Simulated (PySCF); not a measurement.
Calculation: B3LYP-D3(BJ)/def2-TZVP (PySCF 2.14.0). Gas-phase values, no solvent. One relaxed conformer stands for a flexible species; it need not be the lowest. B3LYP has the VWN-RPA correlation part, as in Gaussian. Excitations are Tamm–Dancoff values on a coarser integration grid. The basis has no diffuse functions, so Rydberg states are missing or too high.

Reference species (SMILES): `C=CC[SiH]=C` (C–C–C–Si torsion -104°, C–C–Si–C torsion -114°) (neutral, multiplicity 1).

The HOMO–LUMO gap is 4.96 eV and the S1 excitation (TDA) is 5.05 eV. The S1–T1 gap (TDA) is 2.21 eV and the LUMO comes out as -1.14 eV.

After one change: the HOMO–LUMO gap increases by 1.57 eV; the S1 excitation (TDA) goes up by 1.01 eV; the S1–T1 gap (TDA) decreases by 0.97 eV; the LUMO goes up by 1.07 eV.

**Question.** Which change was made? The new species is one of these.
A) `C=C=[Si](C)C`
B) `C1CC12C[SiH2]2`
C) `C=C=CC[SiH3]`
D) `[SiH3]C1=CCC1`

**Answer.** B, `C1CC12C[SiH2]2`
